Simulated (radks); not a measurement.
Removal energies from the strontium ion Sr13+, [Ar] 3d(3/2: 4, 5/2: 3), by Delta-SCF beside the eigenvalue of the level emptied. Calculated with a radial shooting solver on a logarithmic mesh with Libxc functionals: Dirac Kohn-Sham, relativistic LDA (MacDonald-Vosko exchange, VWN5 correlation), spin-unpolarised, spherical densities, finite nucleus; Fermi nuclear charge, rms radius of each element as measured or else 0.836 A^(1/3) + 0.57 fm. Sub-shells are occupied by j as written (lower j first in brackets).

removed from                             final configuration  Delta-SCF (eV)  -eigenvalue (eV)
3d5/2                                [Ar] 3d(3/2: 4, 5/2: 2)          458.58            434.99
3d3/2                                [Ar] 3d(3/2: 3, 5/2: 3)          460.89            437.19
3p3/2         [Ne] 3s2 3p(1/2: 2, 3/2: 3) 3d(3/2: 4, 5/2: 3)          579.62            557.16
3p1/2         [Ne] 3s2 3p(1/2: 1, 3/2: 4) 3d(3/2: 4, 5/2: 3)          591.59            568.80
